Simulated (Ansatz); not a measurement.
C₆H₁₃O (SMILES [CH2]C(C)CC(C)O), doublet, geometry from GFN2-xTB; BLYP/STO-3G in Ansatz (a first-principles code).

Input for Ansatz:
Ansatz 0.2 input:
```yaml
crystal:
  periodic: [false, false, false]
  atoms:
    - {symbol: C, position_ang: [-1.38542588, -1.24611741, -1.15825996]}
    - {symbol: C, position_ang: [-1.28164433, -0.78156048, 0.23741676]}
    - {symbol: C, position_ang: [-2.06671238, 0.50601947, 0.47381936]}
    - {symbol: C, position_ang: [0.19691125, -0.64418768, 0.66477877]}
    - {symbol: C, position_ang: [0.99828683, 0.30993029, -0.22756720]}
    - {symbol: C, position_ang: [2.48991908, -0.02682553, -0.19550963]}
    - {symbol: O, position_ang: [0.77420538, 1.63034663, 0.22965947]}
    - {symbol: H, position_ang: [-0.80027265, -2.08141567, -1.49289813]}
    - {symbol: H, position_ang: [-2.07632384, -0.79706450, -1.84332604]}
    - {symbol: H, position_ang: [-1.70353196, -1.55905497, 0.90184723]}
    - {symbol: H, position_ang: [-3.10700639, 0.37285056, 0.18530611]}
    - {symbol: H, position_ang: [-2.02943018, 0.78485542, 1.52377934]}
    - {symbol: H, position_ang: [-1.64076410, 1.31922168, -0.10536649]}
    - {symbol: H, position_ang: [0.24804038, -0.27346668, 1.68897304]}
    - {symbol: H, position_ang: [0.66252442, -1.62986023, 0.62660201]}
    - {symbol: H, position_ang: [0.62825623, 0.20941345, -1.26417294]}
    - {symbol: H, position_ang: [3.05285872, 0.67585659, -0.80914361]}
    - {symbol: H, position_ang: [2.66086899, -1.02907958, -0.57834581]}
    - {symbol: H, position_ang: [2.86057828, 0.03079947, 0.82569540]}
    - {symbol: H, position_ang: [1.34255136, 2.23061957, -0.26429468]}
basis:
  gaussian:
    orbitals: STO-3G
hamiltonian:
  xc: blyp
magnetization: {spin_polarized: true, initial_magnetization: 1}
```

Question: Write the output that Ansatz gives for this input, abridged.

Answer: 
```
Functional definition: BLYP
688 factors; integrals over basis functions are off by at most 5.6e-5 eV
mean field evaluation 1: about -8366.9999 eV, gradient 1.1e1 eV
mean field evaluation 2: about -8366.6287 eV, gradient 1.4e1 eV
mean field evaluation 4: about -8367.6906 eV, gradient 5.5e-1 eV
mean field evaluation 8: about -8367.4930 eV, gradient 2.4e-2 eV
mean field -8367.49298902 eV, -307.4996956559 hartree, gradient 3.8e-5 eV, S^2 0.753161; 0 other end points of the search recorded, 0 dependent functions left out
reference -8367.49330843 eV, -307.4997073940 hartree; 29, 28 occupied and 19, 20 virtual orbitals, 688 factors
Total energy: -8367.49330843 eV, -307.4997073940 hartree
```
